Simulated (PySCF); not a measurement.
B3LYP has the VWN-RPA correlation part, as in Gaussian. Excitations are Tamm–Dancoff values on a coarser integration grid. The basis has no diffuse functions, so Rydberg states are missing or too high.

Z-matrix (Å, degrees):
```
C
O 1 1.4391
H 2 0.9639 1 108.40
C 1 1.5233 2 104.96 3 180.00
H 4 1.0905 1 110.21 2 -59.75
H 4 1.0905 5 108.31 1 -120.64
H 4 1.0909 5 108.68 6 -117.90
C 1 1.5288 2 109.54 3 -60.89
H 8 1.0905 1 110.20 2 -57.03
H 8 1.0918 9 108.61 1 122.04
H 8 1.0933 9 108.32 10 116.75
C 1 1.5288 2 109.54 3 60.89
H 12 1.0905 1 110.20 2 57.03
H 12 1.0918 13 108.61 1 -122.04
H 12 1.0933 13 108.32 14 -116.75
```
Charge 0, multiplicity 1.

### Question
Estimate the LUMO, HOMO, HOMO–LUMO gap, S1–T1 gap (TDA) and S1 oscillator strength that B3LYP-D3(BJ)/def2-TZVP (PySCF) returns for this input.

### Answer

LUMO: 0.48 eV
HOMO: -7.50 eV
HOMO–LUMO gap: 7.98 eV
S1–T1 gap (TDA): 0.27 eV
S1 oscillator strength: 0.016
